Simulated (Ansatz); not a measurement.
Program: Ansatz. Geometries: PBE0-D4/def2-TZVP. ΔE: electronic, gas phase. CCSD(T)/CBS is the MP2 limit (def2-TZVPP, def2-QZVPP) plus CCSD(T) − MP2 in def2-TZVPP, frozen cores. Functionals use def2-TZVPP. B3LYP here is the variant with VWN-RPA as its local correlation; programs differ in this. One conformer a species, not always the lowest.

Reaction (redistribution): `N[SiH2]C=O` + `C[SiH2]BO` → `O=C[SiH2]BO` + `C[SiH2]N`

`N[SiH2]C=O`:

Z-matrix (Å, degrees):
```
Si
C 1 1.923
N 1 1.699 2 103.2
H 1 1.490 2 108.8 3 -121.7
H 1 1.493 2 107.7 3 123.3
O 2 1.208 1 120.6 3 -4.9
H 2 1.116 1 120.3 3 175.5
H 3 1.003 1 125.7 2 168.2
H 3 1.008 1 117.5 2 9.8
```

`C[SiH2]BO`:

Cartesian coordinates in Å:
```
C -0.462 -1.515 -0.608
Si 0.644 -0.454 0.475
B 0.207 1.524 0.400
O -0.801 1.938 -0.402
H -1.507 -1.411 -0.306
H -0.386 -1.206 -1.653
H -0.190 -2.570 -0.542
H 0.553 -0.906 1.897
H 2.074 -0.637 0.078
H 0.813 2.346 1.044
H -0.945 2.889 -0.382
```

`O=C[SiH2]BO`:

Z-matrix (Å, degrees):
```
Si
C 1 1.934
B 1 2.040 2 104.9
H 1 1.491 2 106.3 3 -123.0
H 1 1.491 2 106.3 3 123.0
O 2 1.215 1 120.4 3 0.0
H 2 1.113 1 121.7 3 180.0
O 3 1.340 1 118.0 2 0.0
H 3 1.200 1 124.1 2 180.0
H 8 0.976 3 112.4 1 -0.0
```

`C[SiH2]N`:

```xyz
10

C     1.386   -0.188    0.029
Si   -0.318    0.420   -0.449
N    -1.636   -0.204    0.465
H     2.148    0.267   -0.611
H     1.462   -1.273   -0.077
H     1.620    0.068    1.065
H    -0.566    0.054   -1.871
H    -0.349    1.901   -0.296
H    -1.948   -1.152    0.337
H    -1.801    0.108    1.408
```

(1) Is it downhill or uphill in electronic energy at CCSD(T)/CBS, and by how much? (Estimate.)

(2) What do these levels give: r2SCAN-D4, PBE0-D4, B2PLYP, PBE, B3LYP, MP2/def2-TZVPP, SCS-MP2/def2-TZVPP, CCSD(T)/def2-TZVPP, HF/def2-QZVPP, MP2/def2-QZVPP, MP2/CBS(def2), CCSD/CBS(def2)? (Estimate.)

Largest T1 diagnostic among the species: 0.017.

## Answers

(1) Ansatz gave: Downhill: ΔE = -0.22 eV.

(2) Ansatz gave: r2SCAN-D4 -0.22, PBE0-D4 -0.22, B2PLYP -0.21, PBE -0.23, B3LYP -0.20, MP2/def2-TZVPP -0.22, SCS-MP2/def2-TZVPP -0.20, CCSD(T)/def2-TZVPP -0.22, HF/def2-QZVPP -0.10, MP2/def2-QZVPP -0.22, MP2/CBS(def2) -0.22, CCSD/CBS(def2) -0.19 eV.

In def2-TZVPP, CCSD(T) changes the Hartree–Fock value by −0.12 eV (the triples alone add −0.03 eV) and MP2 by −0.12 eV.
